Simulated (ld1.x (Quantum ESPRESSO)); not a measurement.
## Before and after: RRKJ potential for carbon (C)

ld1.x (Quantum ESPRESSO) 7.5 input, shortened:

```
&input
   title='C', zed=6., rel=0, dft='PBE', iswitch=3,
   config='[He] 2s2 2p0.5 3d-2'
 /
 &inputp
   pseudotype=2, tm=.false., lloc=-1, rcloc=1.10,
   nlcc=.true., new_core_ps=.true., rcore=0.50
 /
3
2S  1  0   2.00   0.00  1.00  1.00  0.0
2P  2  1   0.50   0.00  1.85  1.85  0.0
3D  3  2  -2.00   0.25  1.55  1.55  0.0
 &test
   configts(1)='2s2 2p0.5'
 /
```

Change: reference 2s2 2p2.

Cutoffs: the cutoffs (Ry, on a coarse ladder) from which the occupation-weighted sum of valence levels, in a spherical-Bessel basis at the reference potential, stays within 10 and 1 mRy of its value at 400 Ry; they do not see the model core or the augmentation charge, which bear on the density cutoff. Errors are all-electron minus pseudo energies relative to the spin-unpolarised reference configuration.

Task: What does the change do?

Result: The potential gets softer (50 Ry and 80 Ry → 45 Ry and 70 Ry); the range in which the s phases agree widens (upper end 2.1 → 3.5); the range in which the p phases agree widens (upper end 1.3 → 2.8); neither file shows a bound ghost.

```csv
quantity,base,changed
"cutoff, loose",50 Ry,45 Ry
"cutoff, tight",80 Ry,70 Ry
loose cutoff by channel (10 mRy a level),"s 45 Ry, p 30 Ry","s 40 Ry, p 25 Ry"
bound ghosts,none,none
"largest error over its own tests, meV",+199,+518
s: phases at 1.99 bohr within 0.05 rad from the reference energy up to (Ry; the scan ends near 5),2.1,3.5
p: phases at 1.99 bohr within 0.05 rad from the reference energy up to (Ry; the scan ends near 5),1.3,2.8
d: phases at 1.99 bohr within 0.05 rad from the reference energy up to (Ry; the scan ends near 5),to the end of the scan,to the end of the scan
```
